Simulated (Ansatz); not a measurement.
A set of 12 reactions (silylene extrusion), with CCSD(T)/CBS values in kJ/mol:

```
                                      reaction     ΔE
         `C=CC[SiH](F)Cl` → `F[Si]Cl` + `C=CC`  155.6
`O[Si](F)(Br)O[SiH3]` → `OF` + `[SiH3]O[Si]Br`  827.0
             `O[SiH2][SiH3]` → `O[SiH]` + SiH₄  174.6
     `C[SiH2]O[SiH2]N` → `C[SiH2]O` + `N[SiH]`  285.5
 `O[SiH](F)S[SiH2]Cl` → `O[Si]F` + `S[SiH2]Cl`  210.3
               `SCO[SiH2]S` → `OCS` + `[SiH]S`  270.7
        `FC(Cl)C[SiH3]` → `CC(F)Cl` + `[SiH2]`  225.4
`C[SiH2][SiH](Cl)Cl` → `Cl[SiH2]Cl` + `C[SiH]`  237.5
       `F[SiH2]O[SiH3]` → `O[SiH3]` + `F[SiH]`  334.8
              `CB[SiH](C)F` → `CBC` + `F[SiH]`  176.9
              `C[SiH](F)CN` → `NCF` + `C[SiH]`  411.1
  `F[SiH2]C[SiH](F)F` → `FC[SiH2]F` + `F[SiH]`  498.4
```

Program: Ansatz. Geometries: PBE0-D4/def2-TZVP. ΔE: electronic, gas phase. CCSD(T)/CBS adds triple-zeta CCSD(T) − MP2 to the extrapolated MP2 energy (def2 sets, frozen cores). This one scheme is used for every species. DFT in def2-TZVPP. B3LYP here is the variant with VWN-RPA as its local correlation; programs differ in this. For Br outer-core shells are correlated without core-valence functions, which leaves a few kJ/mol of doubt a bond. Scalar relativity is left out up to krypton. One conformer a species, not always the lowest.

Q: Give the mean, mean absolute and largest difference (level minus CCSD(T)/CBS, kJ/mol) for: PBE-D4, r2SCAN-D4, ωB97X-V, B2PLYP, r2SCAN, PBE0, B3LYP, MP2/def2-TZVPP, CCSD/def2-TZVPP, HF/def2-QZVPP, MP2/def2-QZVPP, SCS-MP2/def2-QZVPP, HF/CBS(def2), CCSD/CBS(def2). (Best estimate.)

A: Computed: 
```csv
level,mean,mean absolute,largest
PBE-D4,-14.5,18.9,-72.6
r2SCAN-D4,12.6,13.9,21.2
ωB97X-V,4.3,7.8,-14.1
B2PLYP,-11.2,11.2,-19.8
r2SCAN,9.8,11.4,17.6
PBE0,-5.8,10.5,-31.0
B3LYP,-27.6,27.6,-50.2
MP2/def2-TZVPP,13.1,13.1,27.0
CCSD/def2-TZVPP,-8.2,8.2,-12.3
HF/def2-QZVPP,-7.2,17.3,39.2
MP2/def2-QZVPP,17.7,17.7,37.7
SCS-MP2/def2-QZVPP,5.9,6.4,17.1
HF/CBS(def2),-7.0,17.4,40.1
CCSD/CBS(def2),-0.9,3.0,10.7
```

The largest T1 diagnostic in the set is 0.016, for `[SiH]S` (customary mark 0.02).

CCSD(T)/CBS is a level of theory with its own doubt, and the functionals carry their triple-zeta basis error, so these figures describe this set and don't rank the functionals.
